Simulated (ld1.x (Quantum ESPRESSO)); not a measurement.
An all-electron radial function and its pseudo partner (zinc)

Columns: radius, all-electron u(r) and pseudo u(r) of the 4s shell (level -9.84 eV) of zinc in the configuration [Ne] 3s2 3p6 3d10 4s1.5 4p0; PBE, scalar-relativistic, TM scheme, ld1.x (Quantum ESPRESSO) 7.5.

```json
{"r (bohr)": "0.085", "all-electron": "-0.0696", "pseudo": "-0.0137"}
{"r (bohr)": "0.170", "all-electron": "-0.1726", "pseudo": "-0.0279"}
{"r (bohr)": "0.255", "all-electron": "-0.0320", "pseudo": "-0.0430"}
{"r (bohr)": "0.340", "all-electron": "0.1454", "pseudo": "-0.0595"}
{"r (bohr)": "0.425", "all-electron": "0.2599", "pseudo": "-0.0781"}
{"r (bohr)": "0.510", "all-electron": "0.2944", "pseudo": "-0.0991"}
{"r (bohr)": "0.595", "all-electron": "0.2644", "pseudo": "-0.1233"}
{"r (bohr)": "0.680", "all-electron": "0.1925", "pseudo": "-0.1511"}
{"r (bohr)": "0.765", "all-electron": "0.0977", "pseudo": "-0.1833"}
{"r (bohr)": "0.850", "all-electron": "-0.0059", "pseudo": "-0.2200"}
{"r (bohr)": "0.935", "all-electron": "-0.1095", "pseudo": "-0.2614"}
{"r (bohr)": "1.020", "all-electron": "-0.2074", "pseudo": "-0.3072"}
{"r (bohr)": "1.105", "all-electron": "-0.2968", "pseudo": "-0.3565"}
{"r (bohr)": "1.190", "all-electron": "-0.3762", "pseudo": "-0.4080"}
{"r (bohr)": "1.275", "all-electron": "-0.4451", "pseudo": "-0.4596"}
{"r (bohr)": "1.360", "all-electron": "-0.5037", "pseudo": "-0.5090"}
{"r (bohr)": "1.445", "all-electron": "-0.5526", "pseudo": "-0.5539"}
{"r (bohr)": "1.530", "all-electron": "-0.5924", "pseudo": "-0.5926"}
{"r (bohr)": "1.615", "all-electron": "-0.6240", "pseudo": "-0.6240"}
{"r (bohr)": "1.700", "all-electron": "-0.6481", "pseudo": "-0.6481"}
{"r (bohr)": "1.785", "all-electron": "-0.6656", "pseudo": "-0.6656"}
{"r (bohr)": "1.870", "all-electron": "-0.6772", "pseudo": "-0.6772"}
{"r (bohr)": "1.955", "all-electron": "-0.6836", "pseudo": "-0.6836"}
{"r (bohr)": "2.040", "all-electron": "-0.6855", "pseudo": "-0.6855"}
{"r (bohr)": "2.125", "all-electron": "-0.6835", "pseudo": "-0.6835"}
{"r (bohr)": "2.210", "all-electron": "-0.6780", "pseudo": "-0.6780"}
```

Task: How many radial nodes do the two functions have?

Result: The all-electron 4s function has n − l − 1 = 3 (the table is too coarse to show those close to the nucleus); the pseudo-wave has 0, since the states of the same l below it are removed with the core.

Task: At about which radius was the pseudo-wave matched?

Result: 1.70 bohr. The columns agree to 0.0005 from 1.53 bohr on; several derivatives are matched, so the curves merge somewhat inside the radius.

Task: Is the pseudo-wave norm-conserving?

Result: Yes: the TM scheme keeps the norm inside the radius equal to the all-electron one, which fixes the energy derivative of the logarithmic derivative at the level.
